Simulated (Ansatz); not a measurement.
Geometry optimisation, RKS PBE/def2-SVP (Ansatz).

input.yaml

```yaml
crystal:
  periodic: [false, false, false]
  atoms:
    - { symbol: Ta, position_ang: [0.0, 0.0, 0.0] }
    - { symbol: Cl, position_ang: [2.82, 0.0, 0.0] }
    - { symbol: O, position_ang: [0.0, 0.0, 2.02] }
    - { symbol: H, position_ang: [-0.2547, -0.9174, 2.3571] }
    - { symbol: O, position_ang: [0.0, 0.0, -2.02] }
    - { symbol: H, position_ang: [-0.6343, -0.71, -2.3571] }
    - { symbol: O, position_ang: [-1.01, 1.7493, 0.0] }
    - { symbol: H, position_ang: [-1.4859, 1.8638, 0.8834] }
    - { symbol: "N", position_ang: [-1.08, -1.8706, 0.0] }
    - { symbol: H, position_ang: [-1.8056, -2.0636, 0.7482] }
    - { symbol: H, position_ang: [-0.8844, -2.5955, -0.7482] }
    - { symbol: P, position_ang: [0.8892, 2.2041, 1.5178] }
    - { symbol: H, position_ang: [1.296, 1.7607, 2.804] }
    - { symbol: H, position_ang: [1.9873, 2.8198, 0.861] }
    - { symbol: H, position_ang: [2.2402, 1.2952, 0.892] }
basis:
  gaussian: { orbitals: def2-SVP }
hamiltonian:
  xc: pbe
relax:
  f_tol: 0.15
  max_steps: 25
  restrain:
    - { distance: [0, 11], at: 2.52, k: 30.0 }
    - { distance: [14, 1], at: 1.37, k: 30.0 }
    - { distance: [0, 1], at: 3.67, k: 30.0 }
    - { distance: [14, 11], at: 2.62, k: 30.0 }
```

Launched with:

```bash
$ ansatz run input.yaml --threads 4 --pin off --max-ram 5120MiB --backend cpu --events-out ev --progress --plain --runs-dir out
```

Problem. Where does it end, and by what steps?

Solution. The forces met the threshold. The restraints hold the end off the free minimum; the threshold counts their pulls, which the force column leaves out. Restrained pairs: Ta1–P12 (2.82 → 2.54 Å), Cl2–H15 (1.68 → 1.35 Å), Ta1–Cl2 (2.82 → 3.69 Å), P12–H15 (1.74 → 2.61 Å). After 22 steps the energy has fallen by 3.476 eV (the restraints' own energy left out); H6 moved furthest, 2.13 Å.

```json
{"step": "0", "energy less start (eV)": "0.0000", "largest force component (eV/Å)": "3.307", "accepted": "yes"}
{"step": "1", "energy less start (eV)": "0.1392", "largest force component (eV/Å)": "2.990", "accepted": "yes"}
{"step": "2", "energy less start (eV)": "0.1823", "largest force component (eV/Å)": "3.923", "accepted": "yes"}
{"step": "3", "energy less start (eV)": "-0.6971", "largest force component (eV/Å)": "3.387", "accepted": "yes"}
{"step": "4", "energy less start (eV)": "-1.5060", "largest force component (eV/Å)": "2.364", "accepted": "yes"}
{"step": "5", "energy less start (eV)": "-2.0538", "largest force component (eV/Å)": "1.345", "accepted": "yes"}
{"step": "6", "energy less start (eV)": "-2.4122", "largest force component (eV/Å)": "0.996", "accepted": "yes"}
{"step": "7", "energy less start (eV)": "-2.6145", "largest force component (eV/Å)": "0.760", "accepted": "yes"}
{"step": "8", "energy less start (eV)": "-2.8124", "largest force component (eV/Å)": "0.813", "accepted": "yes"}
{"step": "9", "energy less start (eV)": "-2.9687", "largest force component (eV/Å)": "0.675", "accepted": "yes"}
{"step": "10", "energy less start (eV)": "-3.0847", "largest force component (eV/Å)": "0.689", "accepted": "yes"}
{"step": "11", "energy less start (eV)": "-3.1695", "largest force component (eV/Å)": "0.873", "accepted": "yes"}
{"step": "12", "energy less start (eV)": "-3.2431", "largest force component (eV/Å)": "0.653", "accepted": "yes"}
{"step": "13", "energy less start (eV)": "-3.3085", "largest force component (eV/Å)": "0.612", "accepted": "yes"}
{"step": "14", "energy less start (eV)": "-3.3526", "largest force component (eV/Å)": "0.735", "accepted": "yes"}
{"step": "15", "energy less start (eV)": "-3.3816", "largest force component (eV/Å)": "0.647", "accepted": "yes"}
{"step": "16", "energy less start (eV)": "-3.3991", "largest force component (eV/Å)": "0.661", "accepted": "yes"}
{"step": "17", "energy less start (eV)": "-3.4301", "largest force component (eV/Å)": "0.941", "accepted": "yes"}
{"step": "18", "energy less start (eV)": "-3.4402", "largest force component (eV/Å)": "0.792", "accepted": "yes"}
{"step": "19", "energy less start (eV)": "-3.4431", "largest force component (eV/Å)": "0.669", "accepted": "yes"}
{"step": "20", "energy less start (eV)": "-3.4507", "largest force component (eV/Å)": "0.790", "accepted": "yes"}
{"step": "21", "energy less start (eV)": "-3.4717", "largest force component (eV/Å)": "1.056", "accepted": "yes"}
{"step": "22", "energy less start (eV)": "-3.4764", "largest force component (eV/Å)": "0.970", "accepted": "yes"}
```

```xyz
15
Properties=species:S:1:pos:R:3
Ta -0.633 0.444 0.353
Cl 2.635 -0.890 -0.710
O -0.827 0.110 2.246
H -0.328 -0.043 3.062
O 0.103 0.735 -1.383
H 0.984 0.545 -1.758
O -2.307 1.356 0.097
H -3.036 1.391 0.745
N -0.617 -1.536 0.085
H -0.857 -2.214 0.814
H -0.434 -2.005 -0.806
P 1.113 2.086 1.205
H 1.763 1.533 2.359
H 2.268 2.105 0.354
H 2.251 -0.080 0.293
```

The run took 69 s on 4 threads of Arm Neoverse V2, with other jobs on the host, peak memory 0.27 GiB.
